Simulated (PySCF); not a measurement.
**Distorted geometries of [ReO3F]−**

[ReO3F]− (doublet). PySCF 2.14.0, UKS TPSS, Re def2-SVP with ECP60, O def2-SVP, F def2-SVP; non-relativistic Hamiltonian with scalar-relativistic core potentials where named; density fitting; no spin-orbit coupling. Relaxed geometry:

```xyz
5

Re    0.0927    0.0659    0.0446
O     1.2207    0.7689    1.1799
O    -1.1155   -0.7832    0.9978
O     1.0554   -0.7425   -1.1838
F    -1.2036    0.7704   -1.2326
```

Question: Order these distorted geometries by energy above the relaxed one, lowest first.
A.
```xyz
5

Re    0.1393    0.0396    0.0258
O     1.2210    0.7859    1.1705
O    -1.1566   -0.8027    0.9600
O     1.0658   -0.7237   -1.1587
F    -1.2198    0.7802   -1.1917
```
B.
```xyz
5

Re    0.0854    0.1639    0.0451
O     1.0614    0.6949    1.0847
O    -1.1442   -0.9649    0.9593
O     1.1107   -0.8686   -1.2706
F    -1.0636    1.0541   -1.0126
```
C.
```xyz
5

Re    0.1975    0.0467   -0.0587
O     1.2314    0.7851    1.2917
O    -1.1460   -0.8387    1.0113
O     1.1946   -0.8796   -0.9754
F    -1.4278    0.9660   -1.4630
```

Answer: A (0.17 eV), C (2.00 eV), B (3.16 eV).

Question: Which forces (eV/Å) act in the one that lies 3.16 eV up?

Answer: 
```
Re   -8.80 -14.41 -11.28
O    12.01   6.37  12.77
O     2.22   2.68  -1.48
O    -2.20   2.98   3.00
F    -3.23   2.36  -3.01
```
Forces carry noise of the integration grid, about 0.01 to 0.03 eV/Å.

No frequency check is given that shows the relaxed geometry to be a minimum. Open shells may have lower solutions than the one found.
